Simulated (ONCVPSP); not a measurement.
**Ni (Z = 28): ONCV pseudisation with PBEsol, scalar-relativistic reference atom.**

Ni, optimised norm-conserving Vanderbilt (ONCV), made with ONCVPSP 4.0.1 (PBEsol, scalar-relativistic). Core [Ar], reference 3d8 4s2. Waves: 4s: rc 2.20 bohr, ncon 4, nbas 8, qcut 2.8 1/bohr, 2 projectors, debl 3.5 Ha; p scattering state at 0.18 Ha: rc 2.35 bohr, ncon 4, nbas 8, qcut 3.1 1/bohr, 1 projector; 3d: rc 1.65 bohr, ncon 4, nbas 9, qcut 8 1/bohr, 2 projectors, debl 2.7 Ha. Local part: polynomial inside 1.20 bohr (lpopt 4, dvloc0 0 Ha). Core correction: none.

In the p channel the program set the typed energies aside and used 0.050 Ha.

Calculated quality:

```json
{"Cutoffs needed": "30 Ha and 81 Ha (the cutoffs (Ha) at which the residual kinetic energy of the hardest occupied pseudo-wave falls to 1 and 0.1 mHa per electron)", "Ghost test": "no bound ghost flagged; GHOST(+) flagged for s at 89.0 eV", "Largest excitation error": "+98 meV (all-electron minus pseudo) for 3d7 4s0, out of 4 test configurations"}
```

Generation and tests took about 2.6 s on one core of a shared server CPU.
